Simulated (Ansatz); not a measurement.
Ideal-gas functions of FH$_{3}$O$_{2}$SSi (`O[Si](O)(F)S`) at 400 K and 1 bar, from an Ansatz frequency run at PBE0-D4/def2-TZVP.

Molar mass 114.17 g/mol, point group C1 (symmetry number 1), electronic degeneracy 1, moments of inertia 126.528, 213.366, 214.946 u Å². Harmonic wavenumbers (cm⁻¹, unscaled): 63, 172, 201, 234, 297, 327, 345, 349, 539, 741, 792, 821, 879, 960, 1006, 2713, 3911, 3922.

Use S(trans) = R[1.5 ln M + 2.5 ln T − 1.1517]; rotational temperatures θ = 24.2544 K / I; S(rot) = R[ln(√π/σ · √(T³/θAθBθC)) + 1.5]; for each mode x = 1.438777 ν̃/T, S = R[x/(eˣ − 1) − ln(1 − e⁻ˣ)] and H = RT x/(eˣ − 1); 1 cm⁻¹ = 0.0119627 kJ/mol; R = 8.31446 J/(mol·K).

Question: By hand: the entropy, in J/(mol·K).

Answer: Translation 174.1. Rotation: θ = 0.1917, 0.1137, 0.1128 K, giving 116.9. Vibration, mode by mode: 20.68, 12.44, 11.19, 9.99, 8.15, 7.43, 7.03, 6.95, 4.00, 2.26, 1.95, 1.80, 1.52, 1.21, 1.06, 0.01, 0.00, 0.00, in all 97.6. Electronic 0.0. Sum 388.6 J/(mol·K).

Question: By hand: H − E and G − E in kJ/mol, counted from the electronic energy.

Answer: Zero-point energy ½ × 18272 × 0.0119627 = 109.3; thermal vibration 20.7; translation, rotation and pV give 4 RT = 13.3. H − E = 143.3 kJ/mol, and G − E = 143.3 − 400 × 388.6/1000 = -12.1 kJ/mol.

Vibration gives 25 % of the entropy, 20.7 J/(mol·K) of it from the mode under 150 cm⁻¹: soft modes count most, and the harmonic formula is weakest for them. The sum counts one conformer and one mirror image; others add a mixing term.
